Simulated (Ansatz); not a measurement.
The cluster Rb₂Cl₃⁻. Charge -1, multiplicity 1. Geometry PBE0-D4/def2-SVPD, basis def2-TZVPD, Ansatz.

```
atom   x (Å)   y (Å)   z (Å)
 Rb1  -0.523  -0.724   1.539
 Rb2   0.523   0.724  -1.539
 Cl3   1.088  -2.266  -0.695
 Cl4  -2.486   0.495  -0.613
 Cl5   1.398   1.772   1.308
```

| run | HOMO (eV) | LUMO (eV) |
| --- | --- | --- |
| A | -1.75 | 1.67 |
| B | -3.04 | 1.97 |
| C | -2.02 | 2.03 |
| D | -2.50 | 2.05 |
| E | -4.41 | 2.02 |

In the def2 sets Rb takes a core potential; there is no spin–orbit coupling. The structure comes from a short search, and lower isomers may exist.

The runs used CAM-B3LYP, PBE, PBE0, r2SCAN, r2SCANh. Estimate which is which.

A PBE (0 % exact exchange); B PBE0 (25 % exact exchange); C r2SCAN (0 % exact exchange); D r2SCANh (10 % exact exchange); E CAM-B3LYP (range-separated). Exact exchange lowers occupied and raises empty levels; among semilocal functionals meta-GGAs tend to open the gap a little, and such runs are hard to tell apart. The gap grows from 3.42 eV (PBE) to 6.43 eV (CAM-B3LYP).
